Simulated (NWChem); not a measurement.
Species: AlBr2, doublet; SMILES [Br][Al][Br]

```xyz
3

Al     0.6562     0.0000    -0.5195
Br    -0.2352    -1.9643     0.1862
Br    -0.2352     1.9643     0.1862
```
Atoms are numbered in this order, from 1.

Level: PBE0/def2-SVP, spin-unrestricted (NWChem), optimised geometry, unscaled harmonic frequencies. This build's default masses of Se (78.918 u) and Br (79.917 u) are each other's, which moves their modes by up to 0.6 %. This spin state was assumed; another may lie lower.

Task: List the harmonic frequencies with IR intensities, and the thermochemistry.

Result: 
```tsv
frequency (cm⁻¹)	IR intensity (km/mol)
96	2.5
346	33.5
473	136.6
```

```
Property                                                                                             Result
-----------------------------------------------------------------------------------------  ----------------
zero-point energy                                                                              1.3 kcal/mol
thermal correction to the enthalpy at 298.15 K (with zero-point energy)                        4.5 kcal/mol
heat capacity Cv                                                                           10.8 cal/(mol K)
entropy at 298.15 K and 1 atm (symmetry number 2, electronic part: spin degeneracy alone)  74.8 cal/(mol K)
dipole moment                                                                                        1.38 D
```

Rigid rotor and harmonic oscillator; modes under 100 cm⁻¹ make the entropy uncertain.
